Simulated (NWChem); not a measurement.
System: SiHCl$_{2}$F; SMILES [SiH](F)(Cl)Cl

The following NWChem deck was run.

```
start job
memory heap 200 mb stack 900 mb global 1100 mb
geometry units angstroms noautoz
  Si     0.386173     0.412825     0.000000
  F      1.787395    -0.376940     0.000000
  Cl    -0.647567    -0.132842     1.669091
  Cl    -0.647567    -0.132842    -1.669091
  H      0.649984     1.862466     0.000000
end
basis spherical
  Si library def2-svp
  F library def2-svp
  Cl library def2-svp
  H library def2-svp
end
dft
  xc m06-2x
  grid xfine
  iterations 150
  mulliken
end
task dft gradient
```

NWChem printed, in part:

```
             Northwest Computational Chemistry Package (NWChem) 7.3.0
             --------------------------------------------------------

 CS  symmetry detected

                             Geometry "geometry" -> ""
                             -------------------------

 Output coordinates in angstroms (scale by  1.889725989 to convert to a.u.)

  No.       Tag          Charge          X              Y              Z
 ---- ---------------- ---------- -------------- -------------- --------------
    1 Si                  14.0000     0.37840667     0.42251223     0.00000000
    2 F                    9.0000     1.79003343    -0.34850121     0.00000000
    3 Cl                  17.0000    -0.64796652    -0.13688829    -1.66909100
    4 Cl                  17.0000    -0.64796652    -0.13688829     1.66909100
    5 H                    1.0000     0.62286733     1.87554157     0.00000000

 Effective nuclear repulsion energy (a.u.)     278.6589383713

      Symmetry information
      --------------------

 Group name             Cs
 Group number              2
 Group order               2
 No. of unique centers     4

                                 NWChem DFT Module
                                 -----------------

 Summary of "ao basis" -> "ao basis" (spherical)
 ------------------------------------------------------------------------------
       Tag                 Description            Shells   Functions and Types
 ---------------- ------------------------------  ------  ---------------------
 Si                         def2-svp                 8       18   4s3p1d
 F                          def2-svp                 6       14   3s2p1d
 Cl                         def2-svp                 8       18   4s3p1d
 H                          def2-svp                 3        5   2s1p

      Symmetry analysis of basis
      --------------------------

        a'         45
        a"         28

            General Information
            -------------------
          SCF calculation type: DFT
          Wavefunction type:  closed shell.
          No. of atoms     :     5
          No. of electrons :    58
           Alpha electrons :    29
            Beta electrons :    29
          Charge           :     0
          Spin multiplicity:     1
          Use of symmetry is: on ; symmetry adaption is: on
          Maximum number of iterations: 150
          AO basis - number of functions:    73
                     number of shells:    33
          Convergence on energy requested:  1.00D-06
          Convergence on density requested:  1.00D-05
          Convergence on gradient requested:  5.00D-04

              XC Information
              --------------
                       M06-2X Method XC Functional
                     Hartree-Fock (Exact) Exchange  0.540
                        M06-2X Exchange Functional  1.000
                      M06-2X Correlation Potential  1.000

             Grid Information
             ----------------
          Grid used for XC integration:  xfine
          Radial quadrature: Mura-Knowles
          Angular quadrature: Lebedev.
          Tag              B.-S. Rad. Rad. Pts. Rad. Cut. Ang. Pts.
          ---              ---------- --------- --------- ---------
          Si                  1.10      125           8.0      1454
          F                   0.50      100           8.0      1454
          Cl                  1.00      125          10.0      1454
          H                   0.35      100           9.0      1202
          Grid pruning is: on
          Number of quadrature shells:   450
          Spatial weights used:  Erf1

      Superposition of Atomic Density Guess
      -------------------------------------

 Sum of atomic energies:       -1307.17737311

      Non-variational initial energy
      ------------------------------

 Total energy =   -1307.981406
 1-e energy   =   -2365.758991
 2-e energy   =     779.118647
 HOMO         =      -0.409850
 LUMO         =       0.090793

      Symmetry analysis of molecular orbitals - initial
      -------------------------------------------------

  Numbering of irreducible representations:

     1 a'          2 a"

  Orbital symmetries:

     1 a'          2 a"          3 a'          4 a'          5 a'
     6 a"          7 a'          8 a"          9 a'         10 a'
    11 a"         12 a"         13 a'         14 a'         15 a'
    16 a"         17 a'         18 a'         19 a"         20 a'
    21 a'         22 a"         23 a'         24 a"         25 a'
    26 a'         27 a"         28 a"         29 a'         30 a'
    31 a'         32 a"         33 a'         34 a'         35 a'
    36 a"         37 a'         38 a"         39 a'

     ---------------------------------------------
      Total Density - Mulliken Population Analysis
     ---------------------------------------------

    Atom       Charge   Shell Charges
 -----------   ------   -------------------------------------------------------
    1 Si  14    12.58   2.00  1.99  0.86  0.13  5.93  0.81  0.58  0.28
    2 F    9     9.57   1.99  1.15  0.78  3.52  2.13  0.00
    3 Cl  17    17.38   2.00  1.99  1.22  0.72  5.94  2.15  3.35  0.01
    4 Cl  17    17.38   2.00  1.99  1.22  0.72  5.94  2.15  3.35  0.01
    5 H    1     1.08   0.69  0.38  0.01

[...]

                         DFT ENERGY GRADIENTS

    atom               coordinates                        gradient
                 x          y          z           x          y          z
   1 Si      0.715085   0.798432   0.000000   -0.002296  -0.002291   0.000000
   2 F       3.382673  -0.658572   0.000000    0.003053  -0.001064   0.000000
   3 Cl     -1.224479  -0.258681  -3.154125   -0.000716  -0.000045  -0.001255
   4 Cl     -1.224479  -0.258681   3.154125   -0.000716  -0.000045   0.001255
   5 H       1.177049   3.544260   0.000000    0.000676   0.003444   0.000000
```

Level: M06-2X/def2-SVP. The geometry was optimised at PBE0/def2-SVP.
